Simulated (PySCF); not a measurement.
Open-shell species derived from `CC1=C(F)CC=C1`. All by UKS B3LYP (pcH-1 on C F H) in PySCF, non-relativistic with spin–orbit coupling as a perturbation, on GFN2-xTB geometries; isolated species, one conformer each; SCF stability not tested; the geometry of CC1=C(F)CC[CH]1 has an imaginary frequency at that level. Couplings are magnitudes for isotopes of over 50 % abundance, averaged over nuclei equivalent by connectivity (but not across a short bond from an atom whose three angles sum to over 350°); populations are Mulliken's. Couplings are sensitive to structure, and on GFN2-xTB geometries they can be far from those on DFT ones, by a factor of two or more for some ions and for spin on atoms past the first row.

| species | change | ⟨S²⟩ | g1 | g2 | g3 | largest spin population on | largest couplings |
| --- | --- | --- | --- | --- | --- | --- | --- |
| CC1=C(F)C[CH]C1 | H added to sp2 C | 0.754 | 2.0022 | 2.0028 | 2.0030 | carbon bonded to 2 C and H (1.03) | 2 × 1H 114 MHz, 2 × 1H 111 MHz, 1 × 1H 64 MHz, 1 × 19F 3 MHz |
| CC1=C(F)[CH]C=C1 | H removed from sp3 C | 0.768 | 2.0021 | 2.0030 | 2.0038 | carbon bonded to 2 C and H (0.58) | 1 × 19F 66 MHz, 1 × 1H 38 MHz, 3 × 1H 29 MHz, 1 × 1H 6 MHz, and 1 smaller |
| CC1=C(F)C[C]=C1 | H removed from sp2 C | 0.765 | 2.0010 | 2.0021 | 2.0031 | carbon bonded to 2 C (1.03) | 1 × 1H 45 MHz, 1 × 19F 18 MHz, 2 × 1H 6 MHz, 3 × 1H 5 MHz |
| CC1=C(F)CC[CH]1 | H added to sp2 C | 0.774 | 2.0021 | 2.0036 | 2.0040 | carbon bonded to 2 C and H (0.68) | 1 × 19F 89 MHz, 2 × 1H 68 MHz, 2 × 1H 66 MHz, 1 × 1H 45 MHz, and 1 smaller |

(1) Predict the same entries for `F[C]1CC=C[C+]1C` [radical] (charge +1) (electron removed).

(2) How many first-order lines does each doublet give under fast tumbling, over what width, and where is its centre at 9.5 GHz?

## Answers

(1) ⟨S²⟩: 0.762; g1: 2.0021; g2: 2.0034; g3: 2.0042; largest spin population on: carbon bonded to 2 C and H (0.44); largest couplings: 1 × 19F 95 MHz, 1 × 1H 31 MHz, 3 × 1H 28 MHz, 1 × 1H 2 MHz. The Mulliken spin populations are largest on C4 (+0.44), C6 (+0.41), C2 (+0.16) and F7 (+0.07). Three atoms exceed +0.15. (Numbering: [CH3:1][C+:2]1[CH:3]=[CH:4][CH2:5][C:6]1[F:7] (hydrogens: H8, H9, H10 on C1; H11 on C3; H12 on C4; H13, H14 on C5).)

(2) 
| species | lines | width (mT) | centre (mT) |
| --- | --- | --- | --- |
| C[C+]1C=CC[C]1F (charge +1 and doublet state) | 32 | 7.5 | 338.83 |
| CC1=C(F)C[CH]C1 | 36 | 18.5 | 338.93 |
| CC1=C(F)[CH]C=C1 | 64 | 7.2 | 338.87 |
| CC1=C(F)C[C]=C1 | 48 | 3.2 | 339.03 |
| CC1=C(F)CC[CH]1 | 144 | 15.6 | 338.83 |

Splittings under 0.05 mT aren't counted.

Means can hide wide spreads in the frozen geometry: CC1=C(F)[CH]C=C1, 3 × 1H from 0 to 50 MHz (mean 29); C[C+]1C=CC[C]1F (charge +1 and doublet state), 3 × 1H from 9 to 57 MHz (mean 28); CC1=C(F)CC[CH]1, 3 × 1H from -16 to -2 MHz (mean -11). The drawing needn't show where the spin sits: the atom drawn as the radical centre holds a spin population of 0.41 in C[C+]1C=CC[C]1F (charge +1 and doublet state) and -0.16 in CC1=C(F)[CH]C=C1.
